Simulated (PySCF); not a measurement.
**Pd: ionisation energy**

Pd [Kr] 4d10 (1S) → Pd⁺ [Kr] 4d9 (2D), as a difference of total energies. All numbers are calculated (PySCF 2.14, scalar relativity through the core potential, in def2-TZVP with the def2 core potential (28 electrons) (6s4p3d1f, 40 functions)). Correlated levels: valence: 4s2 4p6 frozen. The calculations carry no spin-orbit coupling.

```csv
method,ionisation energy (eV),error (eV)
UHF,6.281,-2.231
B3LYP,8.574,+0.062
MN15,8.710,+0.198
MP2 (valence),7.982,-0.530
SCS-MP2 (valence),7.805,-0.707
```

Reference: 8.512 eV (measured; NIST levels, between the centres of gravity of the two terms).

Errors of the correlated levels include the incompleteness of this basis and the frozen core.
